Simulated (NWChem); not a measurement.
# C$_{3}$H$_{4}$F$_{2}$Si; SMILES C#CC(F)(F)[SiH3]

```xyz
10

C      0.9856     2.3792     0.0000
C      0.3008     1.3669     0.0000
C     -0.4104     0.0889     0.0000
F     -1.2287     0.0008     1.1131
F     -1.2287     0.0008    -1.1131
Si     0.7819    -1.4502     0.0000
H      1.5737     3.2872     0.0000
H      1.6317    -1.3954     1.2349
H     -0.0824    -2.6760     0.0000
H      1.6317    -1.3954    -1.2349
```
Atoms are numbered in this order, from 1.

Level: PBE-D3(BJ)/def2-SVP (NWChem), optimised geometry, unscaled harmonic frequencies. 

List the harmonic frequencies with IR intensities, and the thermochemistry.


```csv
frequency (cm⁻¹),IR intensity (km/mol)
115,0.8
151,0.5
182,0.7
199,0.1
286,3.3
413,12.1
458,9.4
525,15.5
593,17.4
621,24.5
657,23.4
668,16.3
695,26.3
861,232.0
900,18.6
904,30.0
1021,155.0
1027,37.1
1111,140.4
2162,17.4
2182,35.7
2203,81.1
2204,80.9
3404,70.0
```

```json
{
  "zero_point_energy": "33.6 kcal/mol",
  "thermal correction to the enthalpy at 298.15 K (with zero-point energy)": "38.9 kcal/mol",
  "heat capacity Cv": "26.4 cal/(mol K)",
  "entropy at 298.15 K and 1 atm (symmetry number 1)": "84.0 cal/(mol K)",
  "dipole_moment": "2.03 D"
}
```

Rigid rotor and harmonic oscillator.
